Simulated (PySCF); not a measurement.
This PySCF input asks for the NMR shieldings of SMILES CCC1=CP(C[SiH3])CC1, C₇H₁₅PSi; the geometry comes from GFN2-xTB.

```python
import basis_set_exchange as bse
import numpy as np
from pyscf import gto, dft
from pyscf.prop import nmr

atoms = """
C    -2.549703    0.953528    0.877823
C    -2.232257    0.868384   -0.616334
C    -0.977978    0.090516   -0.870805
C     0.177981    0.617148   -1.262905
P     1.537613   -0.573670   -1.464364
C     2.196085   -0.521055    0.277833
Si    3.089036    1.115106    0.654826
C     0.296356   -1.963310   -1.277882
C    -0.971033   -1.394956   -0.635079
H    -2.739474   -0.034665    1.289959
H    -3.433603    1.566308    1.038972
H    -1.715459    1.399378    1.415307
H    -3.068559    0.388175   -1.131566
H    -2.118785    1.877175   -1.018117
H     0.325483    1.665771   -1.469584
H     2.898173   -1.352901    0.369584
H     1.377658   -0.691120    0.979079
H     2.117525    2.209838    0.729986
H     4.074207    1.387390   -0.391042
H     3.750613    0.980121    1.956526
H     0.076162   -2.327375   -2.285290
H     0.726623   -2.792814   -0.714356
H    -1.866904   -1.859838   -1.053596
H    -0.981494   -1.587371    0.442048
"""
names = dict.fromkeys(["C", "P", "Si", "H"], "pcSseg-1")
basis = {el: gto.basis.parse(bse.get_basis(n, elements=[el], fmt="nwchem")) for el, n in names.items()}
mol = gto.M(atom=atoms, basis=basis, charge=0, verbose=0)
mf = dft.RKS(mol, xc="PBE0")
mf.grids.level = 2
mf.grids.alignment = dft.numint.BLKSIZE   # the property module wants whole blocks of grid points
mf.conv_tol = 1e-9
mf.kernel()

calc = nmr.RKS(mf)   # GIAO
C = mf.mo_coeff
Co = C[:, mf.mo_occ > 0]
resp = mf.gen_response(singlet=True, hermi=2)
def vind(x):   # induced exchange potential for any number of trial vectors
    d = np.einsum("pi,xij,qj->xpq", C, 2 * x.reshape(-1, C.shape[1], Co.shape[1]), Co, optimize=True)
    return np.einsum("xpq,pi,qj->xij", resp(d - d.transpose(0, 2, 1)), C, Co, optimize=True).ravel()
mo1, _ = nmr.rhf.solve_mo1(calc, with_cphf=vind)
sigma = calc.kernel(mo1)
for i, s in enumerate(sigma):   # ppm
    w = np.linalg.eigvalsh((s + s.T) / 2)
    print("%2d %-2s iso %8.1f  s11 %8.1f  s22 %8.1f  s33 %8.1f" % (i, mol.atom_pure_symbol(i), w.mean(), *w))
```

Question: What does it print?

Answer: 
```
 0 C  iso    170.4  s11    156.5  s22    168.9  s33    185.6
 1 C  iso    153.8  s11    140.7  s22    148.3  s33    172.3
 2 C  iso     19.4  s11    -90.6  s22     22.8  s33    126.1
 3 C  iso     53.1  s11    -41.8  s22     67.2  s33    133.8
 4 P  iso    334.4  s11    269.6  s22    338.8  s33    394.7
 5 C  iso    176.1  s11    158.9  s22    178.7  s33    190.7
 6 Si iso    426.8  s11    402.0  s22    411.6  s33    466.6
 7 C  iso    154.7  s11    132.9  s22    159.3  s33    171.8
 8 C  iso    149.2  s11    117.5  s22    152.4  s33    177.6
 9 H  iso     30.4  s11     25.8  s22     30.2  s33     35.3
10 H  iso     30.5  s11     26.1  s22     27.2  s33     38.1
11 H  iso     30.8  s11     26.6  s22     30.2  s33     35.7
12 H  iso     29.5  s11     25.6  s22     28.2  s33     34.6
13 H  iso     29.2  s11     24.5  s22     29.1  s33     34.1
14 H  iso     25.7  s11     23.8  s22     25.5  s33     27.6
15 H  iso     31.3  s11     25.6  s22     29.1  s33     39.1
16 H  iso     30.8  s11     25.2  s22     32.0  s33     35.3
17 H  iso     28.0  s11     23.7  s22     28.1  s33     32.2
18 H  iso     27.9  s11     24.4  s22     26.0  s33     33.1
19 H  iso     27.7  s11     24.1  s22     25.1  s33     34.0
20 H  iso     29.5  s11     23.6  s22     27.9  s33     37.1
21 H  iso     30.0  s11     26.1  s22     27.9  s33     36.1
22 H  iso     29.4  s11     23.9  s22     29.2  s33     35.2
23 H  iso     28.5  s11     24.5  s22     28.2  s33     32.9
```

These numbers come from an equivalent density-fitted implementation of the same equations, which agrees with the script to about 0.01 ppm for H and up to a few tenths of a ppm for heavy atoms, so last digits may differ.

Size and cost of the density-fitted run: 242 basis functions, 59 s wall time on 1 thread of an Arm Neoverse V2, shared host; peak memory 1.1 GiB.
